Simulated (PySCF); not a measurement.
Magnetic shielding above rings: a mixed set.

NICS is the negative of the GIAO shielding at a point without a nucleus: at the ring centre (0) and 1 Å above and below it (1); zz is the component along the ring normal. Level: GIAO PBE0/pcSseg-1 (PySCF, non-relativistic, gas phase) on the GFN2-xTB geometries, one conformer each. Atom numbers follow the mapped SMILES.

Question: Order these rings by mean NICS(1)zz, lowest (most negative) first (ppm).
A. ring C5–C6–N7–N8–N10 in `[CH3:1][O:2][C:3](=[O:4])[c:5]1[cH:6][n:7][n:8]([CH3:9])[n:10]1`
B. ring C3–N4–C5–P6–C7–C8 in `[CH3:1][O:2][c:3]1[n:4][cH:5][p:6][cH:7][c:8]1[CH:9]=[O:10]`
C. ring C2–C3–O4–N5–N6 in `[F:1][c:2]1[cH:3][o:4][n:5][n:6]1`
D. ring C2–N3–N4–C5–O6 in `[F:1][c:2]1[n:3][n:4][cH:5][o:6]1`
E. ring C4–C5–N6–N7–C8–N9 in `[CH3:1][CH:2]([CH3:3])[c:4]1[cH:5][n:6][n:7][cH:8][n:9]1`

Answer: A (-31.9), C (-30.4), E (-26.5), D (-24.5), B (-21.9).

```csv
SMILES,ring,NICS(0),NICS(1),NICS(1)zz,HOMA,rms pucker (Å),ring atoms with four or more neighbours
COC(=O)c1cnn(C)n1,5-membered ring with 3 N; formal bonds all aromatic,-13.0,-13.2,-31.9,0.98,0.00,0
Fc1conn1,5-membered ring with 2 N and O; formal bonds all aromatic,-14.1,-12.2,-30.4,0.61,0.00,0
CC(C)c1cnncn1,6-membered ring with 3 N; formal bonds all aromatic,-3.9,-11.0,-26.5,0.98,0.00,0
Fc1nnco1,5-membered ring with 2 N and O; formal bonds all aromatic,-9.9,-9.3,-24.5,0.45,0.00,0
COc1ncpcc1C=O,6-membered ring with N and P; formal bonds all aromatic,-6.3,-9.6,-21.9,0.89,0.00,0
```

NICS(0) gives another order. The isotropic NICS(1) gives another order. Over the 5 rings with a HOMA value its correlation coefficient with NICS(1)zz is -0.15. HOMA uses Krygowski's 1993 parameters. NICS(1) and NICS(1)zz are means over the two faces.
